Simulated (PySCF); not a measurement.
## Worked example: chemical shift, span and skew from a shielding tensor

Si(H)(OH)3 (H4O3Si), SMILES [SiH](O)(O)O. Atoms are numbered in the order given.

```xyz
8

Si    -0.0333     0.3315    -0.0942
O     -1.2167    -0.6402    -0.7128
O     -0.1984     0.3945     1.5452
O      1.3822    -0.3653    -0.6089
H     -0.1162     1.7434    -0.5325
H     -0.9511    -1.1767    -1.4656
H     -0.3984    -0.4412     1.9787
H      2.1951     0.1221    -0.4496
```

Coordinates come from a PBE0-D3(BJ)/def2-SVP optimisation. Other conformers were not sampled.

GIAO shieldings from PySCF with B3LYP/pcSseg-1, non-relativistic, no solvent. The symmetric part of the tensor of Si1 has the principal values 373.3, 385.4, 411.0 ppm. The same nucleus in TMS has σ = 338.7 ppm at this level (PySCF, at its B3LYP-D3(BJ)/def2-TZVP geometry).

**Question.** Work out the isotropic shielding, the ²⁹Si shift against TMS, the span and the skew.

**Answer.** 
σ(iso) = (σ11 + σ22 + σ33)/3 = 389.9 ppm. δ = σ(ref) − σ(iso) = 338.7 − (389.9) = -51.2 ppm.
Span Ω = σ33 − σ11 = 37.7 ppm. Skew κ = 3(σ(iso) − σ22)/Ω = 0.36. Tumbling in solution averages the tensor to δ; in a static solid the shielding alone would spread this spin-1/2 line over Ω.
